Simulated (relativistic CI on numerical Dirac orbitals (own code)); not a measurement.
# Ni⁺: resonant inelastic scattering at the L2,3 edge

Computed with this model: Dirac-Coulomb-Breit CI, KLI orbitals optimised for each configuration, a model potential for QED, valence Slater integrals scaled by 0.8, Kramers-Heisenberg scattering through one core-hole configuration in a parametric crystal field; configurations [Ar] 3d9 → [He] 2s2 2p5 3s2 3p6 3d10; 300 K; core-hole width 0.4 eV; summed over polarisations. Incident energies are the highest absorption maxima for each field (at most a few, so the weaker spin-orbit partner edge can be absent), on the computed scale of the free ion. Intensities are in per cent of the strongest line above 0.02 eV; levels within 1 cm⁻¹ are merged; final levels count from the ground level, the first row holds all elastic scattering, lines under 0.4 are left out and each table stops after 24 rows. The scale of the Slater integrals is a model choice and moves the terms in proportion.

Field parameters in Wybourne normalisation: D4h B²₀ = −7Ds, B⁴₀ = 21(Dq − Dt), B⁴₄ = 21√(5/14) Dq; Oh B⁴₀ = 21Dq, B⁴₄ = √(5/14) B⁴₀. The field is a parameter set, without covalency.

S is read from ⟨S²⟩ = S(S + 1).

Oh, 10Dq = 17450 cm⁻¹:

```csv
Final level (eV),Degeneracy,Irrep,S,853.7 eV,870.9 eV
0.000,4,Γ8,0.50,139.8,49.8
2.096,2,Γ7,0.50,100.0,0.0
2.205,4,Γ8,0.50,93.9,87.7
```

D4h, 10Dq = 5550, Ds = 2170, Dt = 180 cm⁻¹:

| Final level (eV) | Degeneracy | Irrep | S | 853.4 eV | 870.5 eV |
| --- | --- | --- | --- | --- | --- |
| 0.000 | 2 | Γ7 | 0.50 | 111.9 | 16.9 |
| 0.699 | 2 | Γ7 | 0.50 | 82.1 | 23.4 |
| 1.168 | 2 | Γ6 | 0.50 | 59.2 | 7.1 |
| 1.363 | 2 | Γ7 | 0.50 | 100.0 | 15.1 |
| 1.456 | 2 | Γ6 | 0.50 | 14.3 | 48.4 |

D4h, 10Dq = 16700, Ds = -1230, Dt = 1000 cm⁻¹:

| Final level (eV) | Degeneracy | Irrep | S | 853.3 eV | 870.4 eV |
| --- | --- | --- | --- | --- | --- |
| 0.000 | 2 | Γ7 | 0.50 | 135.4 | 35.1 |
| 0.007 | 2 | Γ6 | 0.50 | 36.1 | 13.9 |
| 0.963 | 2 | Γ7 | 0.50 | 100.0 | 14.7 |
| 1.040 | 2 | Γ6 | 0.50 | 49.2 | 50.0 |
| 2.080 | 2 | Γ7 | 0.50 | 75.5 | 33.4 |

For the first field the strongest loss at the lowest incident energy is the level at 2.10 eV (S = 0.50, against 0.50 in the thermal ground state).
